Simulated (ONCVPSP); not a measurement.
Scattering properties, ONCV potential for Cr (Z = 24)

chromium, optimised norm-conserving Vanderbilt (ONCV), made with ONCVPSP 4.0.1 (LDA (Perdew-Zunger), scalar-relativistic). Core [Ar], reference 3d5 4s0.5 4p0.5. Waves: 4s: rc 2.50 bohr, ncon 4, nbas 8, qcut 2.6 1/bohr, 2 projectors, debl 0.3 Ha; 4p: rc 4.00 bohr, ncon 4, nbas 7, qcut 2.3 1/bohr, 1 projector; 3d: rc 1.85 bohr, ncon 4, nbas 8, qcut 7.7 1/bohr, 2 projectors, debl 2.4 Ha. Local part: polynomial inside 1.20 bohr (lpopt 5, dvloc0 0 Ha). Core correction: Teter function, fcfact 5.25, rcfact 1.75.

The phase is arctan(r·R′/R) of the radial function R(r), unwrapped; energies in Ha, scanned from -2 to 5 Ha. A pole is an energy at which the radial function vanishes at the test radius. The pseudo phase is shifted by a multiple of π to meet the all-electron one at the reference energy, and phase errors are pseudo minus all-electron; the curves can meet again beyond the range given. Levels narrower than the energy grid can be missing from the lists of poles. Where the grid stepped over a known ghost or core level, its pole and its step of π were put in at the level’s energy.

Q: For each channel, where are the poles, and over which energies does the pseudopotential scatter like the atom?

A:

```csv
channel,radius (bohr),reference energy (Ha),"poles, all-electron","poles, pseudo",unbroken range about the reference energy with phases within 0.05 rad,phase error 1 Ha above the reference energy (rad)
s,2.54,-0.17,1.08,"-1.69, 1.07, 3.95",-1.7 to 2.0,-0.001
p,4.06,-0.06,"-1.69, 0.27, 1.75, 4.02","0.29, 1.78, 3.96",-1.7 to 0.0,+0.230
d,1.88,-0.14,"0.25, 4.88","0.25, 4.97",the whole range,+0.001
```

Note: ghosts flagged at negative energy: s at -46.0 eV; GHOST(+) flagged for p at 0.65 eV. A true bound ghost makes a file unfit for plane-wave use.

Phases in the d channel:

```csv
E (Ha),all-electron,pseudo
-1.98,1.205,1.205
-1.80,1.178,1.178
-1.62,1.145,1.145
-1.44,1.103,1.103
-1.26,1.047,1.047
-1.08,0.966,0.967
-0.90,0.842,0.843
-0.72,0.628,0.629
-0.54,0.217,0.218
-0.36,-0.455,-0.455
-0.18,-1.026,-1.026
0.00,-1.338,-1.337
0.18,-1.516,-1.516
0.36,-1.638,-1.638
0.54,-1.737,-1.736
0.72,-1.829,-1.828
0.90,-1.927,-1.927
1.08,-2.046,-2.045
1.26,-2.204,-2.202
1.44,-2.431,-2.429
1.62,-2.765,-2.763
1.80,-3.197,-3.196
1.98,-3.612,-3.612
2.16,-3.915,-3.915
2.34,-4.115,-4.115
2.52,-4.249,-4.249
2.70,-4.344,-4.343
2.88,-4.413,-4.412
3.06,-4.467,-4.466
3.24,-4.509,-4.508
3.42,-4.545,-4.543
3.60,-4.574,-4.572
3.78,-4.600,-4.597
3.96,-4.622,-4.620
4.14,-4.643,-4.639
4.32,-4.661,-4.657
4.50,-4.679,-4.673
4.68,-4.695,-4.689
4.86,-4.711,-4.704
```
